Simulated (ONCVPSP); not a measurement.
## Reading a pseudo-wave (fluorine)

Columns: radius, all-electron u(r) and pseudo u(r) of the 2p shell (level -72.59 eV) of fluorine in the configuration [He] 2s2 2p2; PBEsol, non-relativistic, ONCV scheme, ONCVPSP 4.0.1.

| r (bohr) | all-electron | pseudo |
| --- | --- | --- |
| 0.060 | 0.0750 | 0.0323 |
| 0.120 | 0.2335 | 0.1248 |
| 0.180 | 0.4137 | 0.2646 |
| 0.240 | 0.5848 | 0.4336 |
| 0.300 | 0.7323 | 0.6112 |
| 0.360 | 0.8514 | 0.7778 |
| 0.420 | 0.9415 | 0.9180 |
| 0.480 | 1.0043 | 1.0222 |
| 0.540 | 1.0424 | 1.0873 |
| 0.600 | 1.0591 | 1.1159 |
| 0.660 | 1.0577 | 1.1136 |
| 0.720 | 1.0420 | 1.0886 |
| 0.780 | 1.0147 | 1.0487 |
| 0.840 | 0.9788 | 1.0004 |
| 0.900 | 0.9365 | 0.9483 |
| 0.960 | 0.8899 | 0.8952 |
| 1.020 | 0.8404 | 0.8422 |
| 1.080 | 0.7895 | 0.7899 |
| 1.140 | 0.7383 | 0.7383 |
| 1.200 | 0.6875 | 0.6875 |
| 1.260 | 0.6379 | 0.6379 |
| 1.320 | 0.5899 | 0.5899 |
| 1.380 | 0.5440 | 0.5440 |
| 1.440 | 0.5003 | 0.5003 |
| 1.500 | 0.4590 | 0.4590 |
| 1.560 | 0.4202 | 0.4202 |

(1) How many radial nodes do the two functions have?

(2) At about which radius was the pseudo-wave matched?

(3) Where does each function peak?

(4) Is the pseudo-wave norm-conserving?

Results:

(1) The all-electron 2p function has n − l − 1 = 0; the pseudo-wave has 0.

(2) 1.20 bohr. The columns agree to 0.0005 from 1.08 bohr on; several derivatives are matched, so the curves merge somewhat inside the radius.

(3) Outermost all-electron maximum near 0.60 bohr, pseudo maximum near 0.60 bohr (to the table’s step).

(4) Yes: the ONCV scheme keeps the norm inside the radius equal to the all-electron one, which fixes the energy derivative of the logarithmic derivative at the level.
